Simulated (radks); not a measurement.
Be, 4 electrons, occupied as [He] 2s2. All-electron calculation, scalar-relativistic Kohn-Sham, B86b exchange with PBE correlation, spin-polarised, spherical densities, finite nucleus; Fermi nuclear charge, rms radius 2.519 fm. Program: a radial shooting solver on a logarithmic mesh with Libxc functionals.

Normalised radial functions P(r) = r R(r), r in bohr:

r,1s,2s
0.03725,0.4722,0.0951
0.04167,0.5189,0.1045
0.04623,0.5653,0.1138
0.05171,0.6186,0.1244
0.05784,0.6752,0.1356
0.06418,0.7305,0.1466
0.07179,0.7927,0.1588
0.0803,0.8571,0.1714
0.0891,0.9185,0.1833
0.09966,0.9854,0.1960
0.1106,1.0473,0.2076
0.1237,1.1127,0.2195
0.1383,1.1753,0.2304
0.1535,1.2294,0.2391
0.1717,1.2815,0.2467
0.1905,1.3226,0.2513
0.2131,1.3568,0.2532
0.2383,1.3787,0.2511
0.2645,1.3861,0.2449
0.2958,1.3786,0.2329
0.3309,1.3536,0.2147
0.3671,1.3141,0.1917
0.4106,1.2538,0.1598
0.4556,1.1821,0.1232
0.5096,1.0895,0.0762
0.57,0.9834,0.0215
0.6325,0.8761,-0.0356
0.7075,0.7550,-0.1030
0.7913,0.6327,-0.1752
0.8781,0.5222,-0.2448
0.9821,0.4108,-0.3202
1.09,0.3177,-0.3887
1.219,0.2319,-0.4590
1.363,0.1621,-0.5224
1.513,0.1112,-0.5717
1.692,0.0702,-0.6112
1.878,0.0434,-0.6325
2.1,0.0242,-0.6372
2.349,0.0125,-0.6220
2.606,0.0063,-0.5910
2.915,0.0027,-0.5413
3.261,0.0011,-0.4785
3.618,0.0004,-0.4127
4.047,0.0001,-0.3389
4.49,0.0000,-0.2720
5.023,0.0000,-0.2057
5.618,0.0000,-0.1484
6.234,0.0000,-0.1045
6.972,0.0000,-0.0678
7.799,0.0000,-0.0412
8.653,0.0000,-0.0244
9.679,0.0000,-0.0129
10.74,0.0000,-0.0066
12.01,0.0000,-0.0029

1s: eigenvalue -106.41 eV, 0 radial nodes, <r> = 0.420 bohr, 90 % of the charge inside 0.759 bohr. 2s: eigenvalue -5.633 eV, 1 radial node at r = 0.594 bohr, <r> = 2.60 bohr, 90 % of the charge inside 4.13 bohr.
